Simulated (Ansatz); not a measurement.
Ansatz (a first-principles code) input (CCSD(T)/aug-cc-pVDZ):

Ansatz 0.2 input:
```yaml
crystal:
  periodic: [false, false, false]
  atoms:
    - {symbol: F, position_ang: [-1.80859123, 0.87204318, -0.12027153]}
    - {symbol: C, position_ang: [-1.19277641, -0.32990127, 0.05142083]}
    - {symbol: Br, position_ang: [0.75235255, -0.11834119, 0.01472242]}
    - {symbol: H, position_ang: [-1.44634856, -0.73385834, 1.02686496]}
    - {symbol: H, position_ang: [-1.45201134, -0.99318101, -0.76823070]}
basis:
  gaussian:
    orbitals: aug-cc-pVDZ
magnetization: {spin_polarized: false}
correlation: {method: ccsd_t, electrons: outside_noble_gas}
output: {forces: true}
```

End of the output:

```
mean field evaluation 1: about -73765.2132 eV, gradient 2.1e1 eV
mean field evaluation 2: about -73765.2234 eV, gradient 2.1e1 eV
mean field evaluation 4: about -73766.3125 eV, gradient 2.4e0 eV
mean field evaluation 8: about -73766.3346 eV, gradient 1.4e-1 eV
mean field evaluation 16: about -73766.3202 eV, gradient 3.5e-1 eV
mean field -73766.33472845 eV, -2710.8628006530 hartree, gradient 4.1e-6 eV, S^2 0.000000; 0 other end points of the search recorded, 0 dependent functions left out
16 core orbitals not correlated
reference -73766.33472845 eV, -2710.8628006530 hartree; 10, 10 occupied and 74, 74 virtual orbitals, 1008 factors
densities: 0.45 GiB planned
second order -12.93607792 eV of doubles, -0.00000000 eV of singles
coupled cluster: 0.33 GiB planned
cycle   1  -13.23473352 eV  change   -3.0e-1 eV  update   8.5e-2
cycle   2  -13.54256041 eV  change   -3.1e-1 eV  update   2.4e-2
cycle   3  -13.61845822 eV  change   -7.6e-2 eV  update   1.2e-2
cycle   4  -13.61687958 eV  change    1.6e-3 eV  update   2.5e-3
cycle   5  -13.61554298 eV  change    1.3e-3 eV  update   1.1e-3
cycle   6  -13.61581041 eV  change   -2.7e-4 eV  update   3.5e-4
cycle   7  -13.61577325 eV  change    3.7e-5 eV  update   1.4e-4
cycle   8  -13.61572940 eV  change    4.4e-5 eV  update   5.2e-5
cycle   9  -13.61573298 eV  change   -3.6e-6 eV  update   2.1e-5
cycle  10  -13.61573353 eV  change   -5.5e-7 eV  update   7.8e-6
perturbative correction -0.39758165 eV, -0.0146108561 hartree
the calculation of the forces begins
Total energy: -73780.34804363 eV, -2711.3777804873 hartree
Atom 0 at    -1.808591     0.872043    -0.120272 Å, force    -0.338588     0.732705    -0.104780 eV/Å
Atom 1 at    -1.192776    -0.329901     0.051421 Å, force     0.574512    -0.284076     0.039226 eV/Å
Atom 2 at     0.752353    -0.118341     0.014722 Å, force     0.026042     0.033843    -0.004971 eV/Å
Atom 3 at    -1.446349    -0.733858     1.026865 Å, force    -0.129725    -0.183604     0.434201 eV/Å
Atom 4 at    -1.452011    -0.993181    -0.768231 Å, force    -0.132241    -0.298867    -0.363676 eV/Å
Dipole moment:    -0.179628    -0.320706     0.046896 e Å
```
